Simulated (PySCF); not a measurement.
Electron correlation in O (oxygen, neutral)

[He] 2s2 2p4, high-spin 3P determinant. Calculation: PySCF 2.14, in 6-31G* (3s2p1d, 14 functions); the non-relativistic Hamiltonian (point nucleus). Frozen: 1s2; 6 electrons correlated.

MP2 pair energies summed by pair of shells (mhartree):

```json
{"pair": "2p-2p", "energy": "-46.25", "share (%)": "48.7"}
{"pair": "2s-2p", "energy": "-41.84", "share (%)": "44.1"}
{"pair": "2s-2s", "energy": "-6.89", "share (%)": "7.3"}
```

Total MP2 correlation energy: -94.98 mhartree.

Same-spin part -24.44 and opposite-spin part -70.54 mhartree; SCS-MP2 scales them by 1/3 and 6/5 to -92.80 mhartree.

| level | correlation energy (mhartree) |
| --- | --- |
| CCSD | -110.73 |
| (T) | -0.84 |
| CCSD(T) | -111.57 |

Diagnostics: T1 = 0.0051, D1 = 0.0090, largest double amplitude 0.055.

Cost of the coupled-cluster step: 0.06 s of wall time on 1 thread of Neoverse-V2 (shared host), for 6 correlated electrons.

Iterations:

```
CC2 = 0
CCSD nocc = (np.int64(4), np.int64(2)), nmo = (13, 13)
frozen orbitals [[0], [0]]
max_cycle = 100
direct = 0
conv_tol = 1e-08
conv_tol_normt = 1e-06
diis_space = 8
diis_start_cycle = 0
Init t2, MP2 energy = -0.094978613716039
Init E_corr(UCCSD) = -0.0949786137229128
cycle = 1  E_corr(UCCSD) = -0.107222544214443  dE = -0.0122439305  norm(t1,t2) = 0.0278108
cycle = 2  E_corr(UCCSD) = -0.109700222659523  dE = -0.00247767845  norm(t1,t2) = 0.00821457
cycle = 3  E_corr(UCCSD) = -0.110730771204843  dE = -0.00103054855  norm(t1,t2) = 0.00343609
cycle = 4  E_corr(UCCSD) = -0.110723313751857  dE = 7.45745299e-06  norm(t1,t2) = 0.000947755
cycle = 5  E_corr(UCCSD) = -0.110728797306476  dE = -5.48355462e-06  norm(t1,t2) = 0.000178445
cycle = 6  E_corr(UCCSD) = -0.110728640282808  dE = 1.57023668e-07  norm(t1,t2) = 2.53418e-05
cycle = 7  E_corr(UCCSD) = -0.110728862679339  dE = -2.22396531e-07  norm(t1,t2) = 2.97895e-06
cycle = 8  E_corr(UCCSD) = -0.110728798845884  dE = 6.38334551e-08  norm(t1,t2) = 4.23282e-07
cycle = 9  E_corr(UCCSD) = -0.110728803358978  dE = -4.51309336e-09  norm(t1,t2) = 6.77594e-08
UCCSD converged
E(UCCSD) = -74.8939097212148  E_corr = -0.1107288033589777
UCCSD(T) correction = -0.000839600448155796
```
